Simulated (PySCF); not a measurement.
**NMR problem set**

- geometry from PBE0-D3(BJ)/def2-SVP
- shieldings: GIAO PBE0/pcSseg-1
- code: PySCF 2.14.0 with density-fitted response routines
- one averaged value for each set of equivalent atoms, single conformer, no solvent, no relativistic terms

Scale: TMS for $^{1}$H (σref 31.27) and $^{13}$C (σref 184.41) (reference shieldings calculated alike). Where no couplings were computed, multiplicities follow the n + 1 count of equivalent neighbours, and m marks all less simple cases (inequivalent or close neighbours, rings, F or P nearby). Shifts are as computed. Against solution values, carbons near 30 ppm lie about +2 ppm off and those near 130 ppm about +5 ppm. Of 1211 compounds with measured shifts, 218 miss one by over three times the rms of a fit or turn the order of signals round; such compounds aren't used in these exercises.

Problem. C₈H₁₆. $^{1}$H NMR (400 MHz, computed): δ 1.62 (m, 2H), 1.61 (m, 2H), 1.54 (m, 1H), 1.16 (m, 2H), 1.06 (m, 1H), 1.02 (m, 2H), 0.95 (m, 3H), 0.71 (m, 1H), 0.63 (m, 2H). $^{13}$C{$^{1}$H} NMR (computed): δ 40.8 (CH), 35.2 (CH2), 33.4 (CH2), 29.0 (CH2), 28.9 (CH2), 13.5 (CH3). Identify the compound.

Solution. `InChI=1S/C8H16/c1-2-8-6-4-3-5-7-8/h8H,2-7H2,1H3`. Rings plus π bonds: 1 (1 ring in the answer). 6 carbon signals for 8 carbons: some carbons are equivalent by symmetry or fast rotation. Carbon types of the structure: 1 × CH, 6 × CH2, 1 × CH3, which accounts for all hydrogens. δC 40.8: sp3 CH in a ring; a saturated carbon with 3 carbon neighbours and no heteroatom attached. δH 1.62, 1.61, 1.54, 1.16, 1.06, 0.63: hydrogen on an sp3 CH2 in a ring; far from electronegative atoms and π systems. δH 1.02: hydrogen on an sp3 CH2; far from electronegative atoms and π systems. δH 0.71: hydrogen on an sp3 CH in a ring; far from electronegative atoms and π systems.

This is the structure that produced the data.

Problem. C₈H₁₆. $^{1}$H NMR (600 MHz, computed): δ 1.58 (m, 2H), 1.44 (m, 2H), 1.19 (m, 2H), 0.91 (d, 6H), 0.81 (m, 2H), 0.59 (m, 2H). $^{13}$C{$^{1}$H} NMR (computed): δ 40.5, 37.7, 29.2, 21.9. Identify the compound.

Solution. trans-1,2-dimethylcyclohexane (C1[C@@H](C)[C@H](C)CCC1). Rings plus π bonds: 1 (1 ring in the answer). 4 carbon signals for 8 carbons: some carbons are equivalent by symmetry or fast rotation. Carbon types of the structure: 2 × CH, 4 × CH2, 2 × CH3, which accounts for all hydrogens. δC 40.5: sp3 CH in a ring; a saturated carbon with 3 carbon neighbours and no heteroatom attached. δC 37.7, 29.2: sp3 CH2 in a ring; a saturated carbon with 2 carbon neighbours and no heteroatom attached. δC 21.9: methyl carbon; aliphatic region, no heteroatom directly attached. δH 0.91: hydrogen on a methyl carbon; far from electronegative atoms and π systems.

The shifts were computed for this structure.
